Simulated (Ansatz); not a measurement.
Start from `NC#[C][SnH2][OH]` and change one atom or group to get `C#CN`.

Ansatz, PBE0-D4/def2-TZVP geometries, multiplicity 1. Each molecule was computed in one conformer, which needn't be the lowest.

Elements past krypton have def2 core potentials.

```csv
property,`NC#[C][SnH2][OH]`
HOMO–LUMO gap (PBE/def2-TZVPP) / eV,4.54
LUMO energy (PBE/def2-TZVPP) / eV,-0.98
size of the dipole moment (PBE/def2-TZVPP) / D,4.02
HOMO energy (ωB97M-V/def2-TZVPP) / eV,-8.92
HOMO–LUMO gap (B3LYP/def2-TZVPP) / eV,6.04
HOMO–LUMO gap (PBE0/def2-TZVPP) / eV,6.54
```

Task: What does the change do to each property? (Best estimate.)

Result: Ansatz gave: 
```csv
property,`C#CN`,shift
HOMO–LUMO gap (PBE/def2-TZVPP) / eV,5.24,0.70
LUMO energy (PBE/def2-TZVPP) / eV,-0.04,0.94
size of the dipole moment (PBE/def2-TZVPP) / D,1.90,-2.12
HOMO energy (ωB97M-V/def2-TZVPP) / eV,-8.77,0.15
HOMO–LUMO gap (B3LYP/def2-TZVPP) / eV,6.72,0.68
HOMO–LUMO gap (PBE0/def2-TZVPP) / eV,7.34,0.80
```

With PBE0 the HOMO rises by 0.20 eV and the LUMO rises by 1.00 eV, so the gap widens by about 0.80 eV. PBE moves the HOMO by 0.25 eV and ωB97M-V by 0.15 eV. Dipoles are sizes alone; their direction can turn.

B3LYP here is the variant with VWN-RPA as its local correlation; programs differ in this.
